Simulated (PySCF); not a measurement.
# Two-dimensional NMR puzzle

Compound of formula C6H13FOSi2. Correlations simulated from computed shifts and the bond graph:

HSQC (one-bond C–H):
| δH | δC |
| --- | --- |
| 6.48 | 143.9 |
| 6.22 | 143.9 |
| 6.06 | 139.8 |
| 2.33 | 22.0 |
| 2.30 | 22.8 |
| 2.21 | 22.8 |
| 2.07 | 21.3 |
| 2.03 | 22.0 |
| 1.96 | 21.7 |
| 1.91 | 21.7 |

COSY cross peaks (H two or three bonds apart, from the bond graph; peaks can be absent where the dihedral angle is near 90°):
| δH | δH |
| --- | --- |
| 6.48 | 6.22 |
| 6.48 | 6.06 |
| 6.22 | 6.06 |
| 2.33 | 2.30 |
| 2.33 | 2.21 |
| 2.33 | 2.03 |
| 2.33 | 1.96 |
| 2.33 | 1.91 |
| 2.30 | 2.21 |
| 2.30 | 2.07 |
| 2.30 | 2.03 |
| 2.21 | 2.07 |
| 2.21 | 2.03 |
| 2.07 | 1.96 |
| 2.07 | 1.91 |
| 2.03 | 1.96 |
| 2.03 | 1.91 |
| 1.96 | 1.91 |

HMBC (two and three bonds, from the bond graph):
| δH | δC |
| --- | --- |
| 6.48 | 139.8 |
| 6.22 | 139.8 |
| 6.06 | 143.9, 21.3 |
| 2.33 | 22.8, 21.7, 21.3 |
| 2.30 | 22.0, 21.7, 21.3 |
| 2.21 | 22.0, 21.7, 21.3 |
| 2.07 | 139.8, 22.8, 22.0, 21.7 |
| 2.03 | 22.8, 21.7, 21.3 |
| 1.96 | 22.8, 22.0, 21.3 |
| 1.91 | 22.8, 22.0, 21.3 |

Theoretical values (PySCF 2.14): GFN2-xTB structure, GIAO PBE0/pcSseg-1 shieldings. Fast rotation and ring inversion assumed for equivalent nuclei, no solvent, one conformer, non-relativistic Hamiltonian.

Shifts are taken against calculated references (same method and geometry level): 1H (σref 31.72), 13C (σref 186.93) against TMS.

Exchangeable hydrogens are left out of these lists.

Question: Which molecule is this?

Answer: SMILES C=C[Si@@](F)(O[SiH3])C1CCC1.

Atoms are numbered as in `[CH2:1]=[CH:2][Si@@:3]([F:4])([O:5][SiH3:6])[CH:7]1[CH2:8][CH2:9][CH2:10]1`. Each H is labelled by its parent atom. Ha(C1) is cis to Si3; Ha(C8), Ha(C9), Ha(C10) are cis to Si3 on the ring; Hb(C1) is trans to Si3; Hb(C8), Hb(C9), Hb(C10) are trans to Si3 on the ring.

1. δC 143.9 is C1, a terminal =CH2 carbon (δH 6.48, 6.22).
2. δC 139.8 is C2, an alkene CH (δH 6.06).
3. δC 22.8 is C10, an sp3 CH2 in a ring (δH 2.21, 2.30).
4. δC 22.0 is C9, an sp3 CH2 in a ring (δH 2.33, 2.03).
5. δC 21.7 is C8, an sp3 CH2 in a ring (δH 1.91, 1.96).
6. δC 21.3 is C7, an sp3 CH bonded to Si (δH 2.07).
7. COSY links 6.48–6.22, 6.48–6.06, 6.22–6.06, 2.33–2.30, 2.33–2.21, 2.33–2.03.

This is the structure that produced the data.

Shifts are as computed. Against solution values, carbons near 30 ppm lie about +3 ppm off and those near 130 ppm about +5 ppm. Of 1309 compounds with measured shifts, 239 miss one by over three times the rms of a fit or turn the order of signals round; such compounds aren't used in these exercises.
